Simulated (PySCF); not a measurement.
C₇H₂F₄N₂O₂, SMILES c1c(oc(c1)-c1oc(C(F)(F)F)nn1)F.

Geometry: B3LYP-D3(BJ)/def2-SVP. The structure was generated by enumeration, and PubChem lists no compound with its InChIKey, so it may never have been made. One conformer was computed; it need not be the lowest.

Two levels are set side by side: TDA-PBE/def2-SVP (PySCF) and TDA-ωB97X/def2-SVP (PySCF). Vertical, same geometry. The lowest singlet is HOMO−1→LUMO 99 % with PBE and HOMO→LUMO 95 % with the other functional; states are paired by order. Differences are taken from unrounded values.

| quantity | TDA-ωB97X | TDA-PBE | TDA-PBE minus TDA-ωB97X |
|---|---|---|---|
| lowest singlet excitation (eV) | 5.24 | 4.09 | -1.14 |
| lowest triplet excitation (TDA) (eV) | 3.22 | 2.98 | -0.24 |
| first bright state (f over 0.05) (eV) | 5.24 | 4.46 | -0.77 |
| its oscillator strength | 0.79 | 0.44 | -0.35 |

Functionals without exact exchange tend to place singlet excitations lower, as here. Differences between two approximate levels are no errors against the true value.

Rough cost on one machine, each run with all the roots and properties that it gave: TDA-ωB97X against TDA-PBE about 4 times.
